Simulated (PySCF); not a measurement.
How methods differ on the ionisation energy of Lu²⁶⁺

Lu²⁶⁺ [Kr] 4d9 [4d3/2^4 4d5/2^5, M_J = 5/2] → Lu²⁷⁺ [Kr] 4d8 [4d3/2^4 4d5/2^4, M_J = 4], as a difference of total energies. All numbers are calculated (PySCF 2.14, the two-component X2C-1e Hamiltonian, in an uncontracted even-tempered set (17 s from 2.1 bohr⁻², ratio 2.8; 14 p from 2.7 bohr⁻², ratio 2.8; 10 d from 2.7 bohr⁻², ratio 2.8; 3 f from 14 bohr⁻², ratio 3)). Correlated levels: [Ar] 3d10 frozen; the 102 highest virtual spinors dropped. "Screened" scales the spin-orbit matrix elements by Boettger's factors to mimic the two-electron term; Breit and QED terms are absent.

```csv
method,ionisation energy (eV)
GHF (screened spin-orbit),984.52
GMP2 (screened spin-orbit),984.98
```

**Question.** How much does correlation contribute at GMP2 (screened spin-orbit)?

**Answer.** 984.98 − (984.52) = 0.46 eV, measured against GHF (screened spin-orbit).

Breit and QED terms and the two-electron picture change are absent.

The labels give the starting determinants; with spin-orbit coupling the two ends relaxed to ⟨J²⟩ = 8.75, ⟨L²⟩ = 6.07, ⟨S²⟩ = 0.82 and ⟨J²⟩ = 20.00, ⟨L²⟩ = 12.84, ⟨S²⟩ = 1.88.

For comparison: 985 ± 4 eV (theoretical estimate listed by NIST; NIST Atomic Spectra Database, ionization energies).
